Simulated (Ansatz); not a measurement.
Input file for Ansatz (a program for electronic structure): R-B3LYP/def2-TZVPP on GeH4Se2 (SMILES [GeH3][Se][SeH]), a point of a torsion scan.

Ansatz 0.2 input:
```yaml
crystal:
  periodic: [false, false, false]
  atoms:
    - {symbol: Ge, position_ang: [1.02161356, -0.11225919, 0.01761276]}
    - {symbol: Se, position_ang: [-0.46953674, 1.66653139, -0.36373574]}
    - {symbol: Se, position_ang: [-2.47027315, 0.64055021, 0.17507593]}
    - {symbol: H, position_ang: [0.69334741, -1.28317097, -0.86591778]}
    - {symbol: H, position_ang: [2.40176853, 0.37809562, -0.29434810]}
    - {symbol: H, position_ang: [0.95991636, -0.57815948, 1.44324270]}
    - {symbol: H, position_ang: [-2.77627258, 0.14033944, -1.15723538]}
basis:
  gaussian:
    orbitals: def2-TZVPP
hamiltonian:
  xc: {name: B3LYP}
scf: {lower_state_search: off}
```

The log:

```
WARN ansatz: RAYON_NUM_THREADS=1 ignored (pool sized by the plan → 1); use --threads N
Functional definition: B3LYP
these checks for a lower state are left out or cut short: stability, starts, cluster_reference, orbital_swaps, neighbouring_geometries, increment
integrals: 0.15 GiB planned
1443 factors; their error is unknown
mean field: 1.37 GiB planned
mean field evaluation 1: about -187285.3806 eV, gradient 2.2e1 eV
mean field evaluation 2: about -187285.7325 eV, gradient 1.9e1 eV
mean field evaluation 4: about -187285.9689 eV, gradient 5.5e-1 eV
mean field evaluation 8: about -187286.8359 eV, gradient 4.7e-1 eV
mean field evaluation 16: about -187286.8361 eV, gradient 3.1e-5 eV
mean field -187286.83610210 eV, -6882.6642791750 hartree, gradient 4.6e-6 eV, S^2 0.000000; 0 other end points of the search recorded, 0 dependent functions left out
reference -187286.83636126 eV, -6882.6642886990 hartree; 52, 52 occupied and 148, 148 virtual orbitals, 1443 factors
Total energy: -187286.83636126 eV, -6882.6642886990 hartree
Checks for a lower state left out: stability, starts, cluster_reference, orbital_swaps, neighbouring_geometries, increment
```

The run converged.

Cost: very roughly 4 core-seconds.
